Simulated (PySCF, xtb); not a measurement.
C4H6OSi, SMILES O=C1CC=C[SiH2]1. Other conformers were not sampled.

Harmonic wavenumbers (cm⁻¹) from GFN2-xTB in xtb at its own minimum, in rising order: 55, 279, 329, 374, 419, 494, 531, 602, 619, 667, 687, 766, 803, 857, 925, 998, 1034, 1087, 1132, 1272, 1308, 1409, 1641, 1755, 2268, 2275, 2931, 2958, 3040, 3087.

Problem. What does r2SCAN-D4/def2-SVP (PySCF) give at its own minimum? (The exact figures need the calculation; the answer reports its results.)

Solution. 64, 293, 341, 351, 446, 572, 587, 600, 637, 702, 734, 812, 879, 941, 954, 1011, 1026, 1117, 1135, 1284, 1339, 1384, 1626, 1802, 2219, 2220, 3017, 3060, 3132, 3185. Paired by order, the mean absolute difference is 41 cm⁻¹ and the zero-point energies are 52.3 and 53.6 kcal/mol.
